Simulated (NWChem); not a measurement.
CH3Se2, doublet; SMILES C[Se][Se]

Results from NWChem. Spin-unrestricted. In the optimisation the excess spin sits in a" (Cs, its own frame). The geometry was optimised at PBE0/def2-SVP, spin-unrestricted. No stability test was run on the SCF state. Total energies compare along this basis series because the functional is fixed.

```
level                 basis functions  energy (Ha)  highest occupied level (eV)  lowest empty minus highest occupied level, either spin (eV)  dipole (D)
--------------------  ---------------  -----------  ---------------------------  -----------------------------------------------------------  ----------
CAM-B3LYP/STO-3G                   44   -4789.2842                   (withheld)                                                   (withheld)  (withheld)
CAM-B3LYP/def2-SVP                 93   -4842.6180                        -7.54                                                         5.18        2.18
CAM-B3LYP/def2-SVPD               126   -4842.6263                        -7.71                                                         5.08        2.35
CAM-B3LYP/def2-TZVP               145   -4843.2577                        -7.67                                                         5.13        2.34
CAM-B3LYP/def2-TZVPD              178   -4843.2591                        -7.71                                                         5.11        2.33
CAM-B3LYP/def2-TZVPP              169   -4843.2590                        -7.67                                                         5.13        2.33
```

Q: What belongs in the gaps?

A: 
- CAM-B3LYP/STO-3G, highest occupied level (eV): -5.14
- CAM-B3LYP/STO-3G, lowest empty minus highest occupied level, either spin (eV): 5.60
- CAM-B3LYP/STO-3G, dipole (D): 1.89
